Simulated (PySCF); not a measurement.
A GIAO shielding run with PySCF 2.14.0 with density-fitted response routines (density fitting, non-relativistic, gas phase) on SMILES [H]/N=C/CN(C)[SiH2]N(C)C, C$_{5}$H$_{15}$N$_{3}$Si:

```
$ OMP_NUM_THREADS=1 python probes_run.py task.json out

{"job": {"kind": "nmr", "xc": "PBE0", "basis": "pcSseg-1"}, "charge": 0, "multiplicity": 1}
C     -2.394339    -0.475405     0.556120
N     -1.758949     0.167913    -0.565723
C     -2.467720     0.039726    -1.811287
Si    -0.421016     1.240447    -0.324187
N      0.771518     0.427938     0.639391
C      1.513037     1.053622     1.706856
C      1.206890    -0.905215     0.293204
C      2.555081    -0.929875    -0.373627
N      3.472184    -1.721799    -0.004099
H     -1.761890    -0.386364     1.452552
H     -2.546890    -1.554773     0.365265
H     -3.386000    -0.039590     0.791336
H     -2.614517    -1.024082    -2.080101
H     -1.903314     0.515118    -2.627291
H     -3.471511     0.508982    -1.781471
H     -0.698507     2.500090     0.440912
H     -0.007369     1.607642    -1.718469
H      2.579162     1.214000     1.457152
H      1.077295     2.034554     1.947439
H      1.484931     0.436678     2.624559
H      0.465830    -1.345366    -0.399019
H      1.254336    -1.562848     1.180990
H      2.667770    -0.196125    -1.199592
H      4.307558    -1.596963    -0.584127
```

Hardware: 1 thread of an Arm Neoverse V2, shared host. The job also computes population analyses, field gradients.

Task: How large is the calculation?

Result: 80 electrons, 235 basis functions and 1226 auxiliary functions.

Task: How long does it take, and how much memory does it need?

Result: 55 s of wall time, with 14 SCF cycles and 5 response iterations; peak memory 1.2 GiB. Times on a shared host scatter by some tens of per cent.

Task: And these other runs on the same molecule and hardware: GIAO shielding at HF/pcSseg-1?

Result: HF/pcSseg-1: 235 functions, 26 s.
